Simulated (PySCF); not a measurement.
Computed structure and properties of Au(SH)(H2O)

System: Au(SH)(H2O) (singlet); start: template (Cs). Method: PySCF 2.14.0, RKS TPSS, Au def2-SVP with ECP60, S def2-SVP, H def2-SVP, O def2-SVP; non-relativistic Hamiltonian with scalar-relativistic core potentials where named; density fitting; no spin-orbit coupling.

Input of the relaxation:

```python
mol = gto.M(atom='''
Au     0.00000    -0.00528    -0.15345
S      0.00000    -0.00528     2.10755
H      0.00000     1.29472     2.43755
O      0.00000    -0.00528    -2.13345
H      0.77000    -0.00528    -2.72345
H     -0.77000    -0.00528    -2.72345''',
    basis={'Au': 'def2-SVP', 'S': 'def2-SVP', 'H': 'def2-SVP', 'O': 'def2-SVP'},
    ecp={'Au': 'def2-SVP'},
    charge=0, spin=0)
mf = dft.RKS(mol, xc='TPSS')
mf.grids.atom_grid = (50, 194)
mf = mf.density_fit()  # fitting sets: Au def2-universal-JKFIT, S def2-universal-JKFIT, H def2-universal-JKFIT, O def2-universal-JKFIT
mf.conv_tol = 1e-08; mf.max_cycle = 55
mf.kernel(dm0)  # dm0: converged density of the start geometry
# quasi-Newton relaxation in Cartesian coordinates to a largest gradient under 0.00045 Eh/bohr, steps kept in the point group
```

Run from Python with OMP_NUM_THREADS=2; the lines above give its settings. Where DIIS fails, smearing, a level shift and second-order steps follow.
It took 47 s on 2 threads of Arm Neoverse V1 (shared host), from the converged density of the start.

Course of the relaxation:

| step | energy above end (eV) | largest force component within the symmetry (eV/Å) |
| --- | --- | --- |
| 0 | 0.3543 | 2.791 |
| 1 | 0.1255 | 0.955 |
| 2 | 0.0845 | 0.373 |
| 3 | 0.0708 | 0.257 |
| 4 | 0.0751 | 1.254 |
| 5 | 0.0611 | 0.157 |
| 6 | 0.0553 | 0.196 |
| 7 | 0.0461 | 0.658 |
| 11 | 0.0090 | 0.147 |
| 12 | 0.0044 | 0.127 |
| 13 | 0.0012 | 0.133 |
| 14 | 0.0004 | 0.041 |
| 15 | 0.0000 | 0.015 |
| 16 | 0.0000 | 0.005 |
(The steps between are left out.)

Relaxed geometry (Cs):

```xyz
6

Au    0.0000    0.1408   -0.1009
S     0.0000   -0.0816    2.1540
H     0.0000    1.2514    2.4275
O     0.0000    0.2969   -2.3135
H     0.7769   -0.1696   -2.6780
H    -0.7769   -0.1696   -2.6780
```

```json
{"contact": "Au1–S2 (SH)", "Å": "2.266"}
{"contact": "Au1–O4 (H2O)", "Å": "2.218"}
```

On the finer grid (75, 302):

| Quantity | Value |
| --- | --- |
| HOMO | -4.77 eV |
| LUMO | -1.83 eV |
| Dipole about the centre of mass | 6.11 D |
| Set of Mulliken populations of Au1 outside the core potential | s 3.13, p 6.24, d 9.71, f 0.01 |
| D3(BJ) dispersion energy (not in the energies) | -0.142 eV |

| atom | Mulliken (e) | Löwdin (e) | spin (e) |
| --- | --- | --- | --- |
| Au1 | -0.10 | -0.36 | 0.00 |
| S2 | -0.22 | 0.07 | 0.00 |
| H3 | 0.08 | -0.01 | 0.00 |
| O4 | -0.20 | 0.04 | 0.00 |
| H5 | 0.22 | 0.13 | 0.00 |
| H6 | 0.22 | 0.13 | 0.00 |

No frequency check is given here. The steps kept the symmetry Cs of the start, so a lower state may lie off it.

Taking off one SH (charge -1, singlet; the rest: singlet) in vacuum, both parts rigid, costs 9.71 eV; the small basis without counterpoise inflates it. Most of it is the attraction of opposite charges; other ways to part are cheaper, and one spin state was tried for the rest.

Rigid scan of SH along the line from its metal, all other atoms held (where the atom bridges, its other bond changes as well):

distance to S2 (Å), energy (eV) and a bar:
```
     1.97      1.026 ##########
     2.07      0.383 ####
     2.17      0.080 #
     2.27      0.000 
     2.37      0.061 #
     2.47      0.211 ##
     2.67      0.646 #######
     2.97      1.380 ##############
     3.37      2.229 #######################
     3.87      2.970 ##############################
```

Taking off one H2O (charge 0, singlet; the rest: singlet) in vacuum, both parts rigid, costs 1.15 eV; the small basis without counterpoise inflates it.

Rigid scan of H2O along the line from its metal, all other atoms held (where the atom bridges, its other bond changes as well):

distance to O4 (Å), energy (eV) and a bar:
```
     1.92      0.537 ##################
     2.02      0.195 ######
     2.12      0.040 #
     2.22      0.000 
     2.32      0.028 #
     2.42      0.093 ###
     2.62      0.266 #########
     2.92      0.514 #################
     3.32      0.744 #########################
     3.82      0.907 ##############################
```

One start shape was tried, so this needn't be the lowest isomer.
